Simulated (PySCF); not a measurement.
C3H5O, SMILES [CH2]C(C)=O, multiplicity 2.

Coordinates come from a PBE0-D3(BJ)/def2-SVP optimisation. The isomer is the one that the SMILES or the coordinates give; other isomers of the formula were not compared.

Level of theory: PBE0-D3(BJ)/def2-SVP (PySCF 2.14.0).

Frequencies are harmonic and unscaled.

| mode | ν (cm⁻¹) | IR (km/mol) | moving atoms (share of kinetic energy) |
|---|---|---|---|
| 1 | 61 | 0.1 | H 94 % |
| 2 | 366 | 0.1 | H 96 % |
| 3 | 386 | 2.0 | C 44 %, H 44 %, O 12 % |
| 4 | 510 | 1.4 | C 48 %, H 44 % |
| 5 | 532 | 15.0 | O 42 %, C 33 %, H 25 % |
| 6 | 734 | 26.2 | H 69 %, C 30 % |
| 7 | 840 | 2.7 | C 60 %, H 32 % |
| 8 | 920 | 2.9 | H 58 %, C 40 % |
| 9 | 1010 | 7.7 | H 53 %, C 46 % |
| 10 | 1055 | 3.5 | H 55 %, C 29 %, O 16 % |
| 11 | 1272 | 35.3 | C 53 %, H 46 % |
| 12 | 1372 | 40.1 | H 66 %, C 33 % |
| 13 | 1429 | 26.9 | H 91 %, C 8 % |
| 14 | 1447 | 11.2 | H 96 % |
| 15 | 1453 | 38.6 | H 68 %, C 32 % |
| 16 | 1673 | 76.8 | C 63 %, O 35 % |
| 17 | 3060 | 1.5 | H 97 % |
| 18 | 3149 | 4.2 | H 91 %, C 9 % |
| 19 | 3168 | 1.5 | H 95 % |
| 20 | 3198 | 2.0 | H 90 %, C 10 % |
| 21 | 3300 | 0.7 | H 89 %, C 11 % |
